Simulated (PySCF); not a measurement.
H8N2OSi2, SMILES N[SiH2]O[SiH2]N.

Coordinates come from a B3LYP-D3(BJ)/def2-SVP optimisation. Other conformers were not sampled.

The numbers are results of CAM-B3LYP/def2-TZVP (PySCF), not measurements.

Symmetry labels are those of the subgroup C2 that the program uses (full group C2).

Task: List the valence orbital energies around the gap with their symmetry. (The exact figures need the calculation; the answer reports its results.)

Result: 
```json
[
 {"orbital": "HOMO−7", "symmetry": "A", "energy (eV)": "-12.85"},
 {"orbital": "HOMO−6", "symmetry": "B", "energy (eV)": "-12.62"},
 {"orbital": "HOMO−5", "symmetry": "A", "energy (eV)": "-11.79"},
 {"orbital": "HOMO−4", "symmetry": "B", "energy (eV)": "-11.58"},
 {"orbital": "HOMO−3", "symmetry": "A", "energy (eV)": "-10.56"},
 {"orbital": "HOMO−2", "symmetry": "B", "energy (eV)": "-9.88"},
 {"orbital": "HOMO−1", "symmetry": "A", "energy (eV)": "-9.25"},
 {"orbital": "HOMO", "symmetry": "B", "energy (eV)": "-8.99"},
 {"orbital": "LUMO", "symmetry": "A", "energy (eV)": "1.13"},
 {"orbital": "LUMO+1", "symmetry": "B", "energy (eV)": "1.92"},
 {"orbital": "LUMO+2", "symmetry": "A", "energy (eV)": "2.12"},
 {"orbital": "LUMO+3", "symmetry": "B", "energy (eV)": "2.68"}
]
```
